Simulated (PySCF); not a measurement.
Electron affinity of Ta by level of theory

Ta⁻ [Xe] 4f14 5d4 6s2 (5D) → Ta [Xe] 4f14 5d3 6s2 (4F), as a difference of total energies. Computed with PySCF 2.14 in aug-cc-pVDZ-PP with ECP60MDF (5s5p4d2f, 54 functions), with scalar relativity through the core potential. Correlated levels: valence: 5s2 5p6 frozen. The calculations carry no spin-orbit coupling.

| method | electron affinity (eV) |
| --- | --- |
| UHF | -0.419 |
| MP2 (valence) | -0.187 |
| SCS-MP2 (valence) | -0.650 |
| CCSD (valence) | 0.128 |
| CCSD(T) (valence) | 0.206 |

The reference lies between the lowest fine-structure levels, while these numbers refer to the centres of the terms.

Errors of the correlated levels include the incompleteness of this basis and the frozen core.

A negative affinity means that the anion lies above the atom at that level of theory.

The coupled-cluster amplitudes are large for Ta⁻ (T1 above 0.03 or a double amplitude above 0.15), so a single reference is strained.

For comparison: 0.329 eV (measured; photodetachment measurements, as compiled on the Wikipedia data page of electron affinities).
